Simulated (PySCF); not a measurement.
Gas-phase reaction: 6 GaOH + O2 = 2 Ga(OH)3 + 2 Ga2O

Energies from PySCF, thermal terms from the rigid-rotor harmonic-oscillator model, ideal gas at 1 bar. † marks an energy on the PBE0/def2-TZVP geometry and frequencies. CCSD(T) freezes the core. Open shells (unrestricted): O2 (multiplicity 3); the rest are closed-shell singlets. B3LYP is the form with VWN-RPA correlation. Ga: all electrons, no relativistic terms. GaOH, Ga(OH)3: computed as isolated molecules; such fragments, hydroxides, amides, oligomers or adducts are transient or little studied in the gas. CCSD(T) isn't extrapolated to the basis-set limit.

B3LYP/def2-TZVP† gives ΔH°(298 K) = -655 kJ.

Task: What do PBE0/def2-SVP†, LDA/def2-TZVP†, CCSD(T)/def2-TZVPP† give?

Result: PBE0/def2-SVP†: -715 kJ; LDA/def2-TZVP†: -793 kJ; CCSD(T)/def2-TZVPP†: -790 kJ. For scale, ΔH°(298 K) is -655 kJ at this level, -722 kJ at ωB97M-V/def2-TZVP†, and runs from -858 to -597 kJ over the 18 levels computed.
